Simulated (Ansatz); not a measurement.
System: SiPH$_{4}$, charge 0, doublet. SiPH4 (SMILES [PH][SiH3], doublet).
B3LYP-D3(BJ)/def2-TZVP minimum from Ansatz (a program for electronic structure):
```
Si
H 1 1.4808
H 1 1.4839 2 108.99
H 1 1.4839 2 108.99 3 -118.40
P 1 2.2606 2 109.00 3 120.80
H 5 1.4248 1 91.77 2 180.00
```
Charge 0, spin multiplicity 2.

Total energies in hartree (Ansatz). UHF or UKS for unpaired electrons; spin-orbit terms are left out. Cores are frozen in correlated methods. No relativity. Where a partner has so few electrons that a lower coupled-cluster level is exact, that level stands in.

| species | HF/cc-pV(T+d)Z | CCSD(T)/cc-pV(T+d)Z | HF/cc-pV(Q+d)Z | CCSD(T)/cc-pV(Q+d)Z | CCSDT(Q)/cc-pV(T+d)Z |
|---|---|---|---|---|---|
| 1: SiPH4 (SMILES [SiH3][PH], doublet) | -632.01001 | -632.32580 | -632.01680 | -632.34985 | -632.32787 |
| 2: Si (triplet) | -288.85649 | -288.93344 | -288.85845 | -288.93781 | -288.93426 |
| 3: P (quartet) | -340.71631 | -340.82157 | -340.71872 | -340.82830 | -340.82249 |
| 4: H (doublet) | -0.49981 | -0.49981 | -0.49995 | -0.49995 | -0.49981 |

Problem. Work out the atomisation energy (electronic, to ground-state atoms) in kJ/mol: take Hartree-Fock from cc-pV(Q+d)Z, extrapolate the CCSD(T) correlation energy as X^-3 (X = 3, 4), and add CCSDT(Q) - CCSD(T) in cc-pV(T+d)Z. 1 hartree = 2625.5 kJ/mol.

Solution. 
Species 1: correlation (64·(-0.33305) - 27·(-0.31579))/37 = -0.34565; step -0.00207; E1 = -632.01680 + (-0.34565) + (-0.00207) = -632.36452
Species 2: correlation (64·(-0.07936) - 27·(-0.07695))/37 = -0.08112; step -0.00082; E2 = -288.85845 + (-0.08112) + (-0.00082) = -288.94039
Species 3: correlation (64·(-0.10958) - 27·(-0.10526))/37 = -0.11273; step -0.00092; E3 = -340.71872 + (-0.11273) + (-0.00092) = -340.83237
Species 4: correlation (64·(0.00000) - 27·(0.00000))/37 = 0.00000; step +0.00000; E4 = -0.49995 + (0.00000) + (+0.00000) = -0.49995
-1·E1 +1·E2 +1·E3 +4·E4 = 0.59196 hartree = 1554.2 kJ/mol.
